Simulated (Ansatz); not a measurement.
F2Zn, charge +1, doublet, geometry from GFN2-xTB (such geometries of metal compounds can be far from the true shape) (a state made from the parent by changing its charge; the spin is typed, not shown lowest); Ansatz (a program for electronic structure) with B3LYP/def2-TZVP.

The Ansatz input:
Ansatz 0.2 input:
```yaml
crystal:
  periodic: [false, false, false]
  atoms:
    - {symbol: Zn, position_ang: [0.12354814, 0.24440345, 0.24927362]}
    - {symbol: F, position_ang: [-0.42372069, 0.69631363, -1.38959384]}
    - {symbol: F, position_ang: [0.01189356, -1.51099178, 0.55868176]}
basis:
  gaussian:
    orbitals: def2-TZVP
hamiltonian:
  xc: b3lyp
total_charge: 1
magnetization: {spin_polarized: true, initial_magnetization: 1}
```

The log (banner, timings and long lists left out):

```
Functional definition: B3LYP
837 factors; their error is unknown
mean field evaluation 1: about -53807.6083 eV, gradient 1.2e2 eV
mean field evaluation 2: about -53480.2098 eV, gradient 3.1e2 eV
mean field evaluation 4: about -53839.5997 eV, gradient 4.4e1 eV
mean field evaluation 8: about -53845.2906 eV, gradient 2.6e-1 eV
mean field evaluation 16: about -53845.3721 eV, gradient 1.8e-3 eV
mean field evaluation 32: about -53844.9632 eV, gradient 5.9e0 eV
mean field -53845.37211433 eV, -1978.7809274976 hartree, gradient 7.2e-6 eV, S^2 0.762029; 4 other end points of the search recorded, 0 dependent functions left out
reference -53845.37229496 eV, -1978.7809341355 hartree; 24, 23 occupied and 86, 87 virtual orbitals, 837 factors
Total energy: -53845.37229496 eV, -1978.7809341355 hartree
```
